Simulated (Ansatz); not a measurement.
CH6BISi2 (`[SiH3]C1(I)B[SiH2]1`). Total charge 0; spin multiplicity 1. I takes the def2 core potential.

```xyz
11

Si   -1.3521    0.2394    0.6395
C     0.0238    0.2252   -0.6529
I    -0.4927    1.7415   -2.0721
B     0.5589   -1.1183   -1.0275
Si    1.5896   -0.2122    0.3619
H    -1.3941    1.5720    1.2870
H    -1.1054   -0.8098    1.6645
H    -2.6433   -0.0409   -0.0346
H     0.5672   -1.8528   -1.9579
H     2.8898    0.3852   -0.0291
H     1.3582   -0.1293    1.8213
```

What are the harmonic wavenumbers in cm⁻¹ at PBE0-D4/def2-TZVP (Ansatz, finite differences of forces, unscaled)? (Best estimate.)

Ansatz gave: 101, 127, 148, 191, 229, 318, 434, 540, 559, 598, 635, 681, 692, 752, 791, 863, 919, 936, 945, 948, 1174, 2219, 2234, 2239, 2249, 2259, 2718.

Is this a minimum?

Yes, all 27 modes are real.

Give the ideal-gas thermochemistry at 298.15 K and 1 bar (rigid rotor, harmonic oscillator; point group C1, symmetry number 1).

Zero-point energy 158.5 kJ/mol; H(298) − E = 182.0 kJ/mol; entropy 378.5 J/(mol·K), of which translation 175.7, rotation 122.8, vibration 80.1; G(298) − E = 69.2 kJ/mol.

And at 400, 500, 600, 800 and 1000 K?


```tsv
T (K)	H − E (kJ/mol)	S (J/mol/K)	G − E (kJ/mol)
400	196.3	419.5	28.5
500	212.4	455.3	-15.3
600	230.0	487.4	-62.4
800	268.7	542.9	-165.6
1000	310.7	589.7	-279.0
```

Rotational constants (cm⁻¹)?

0.09176, 0.03322, 0.02731.
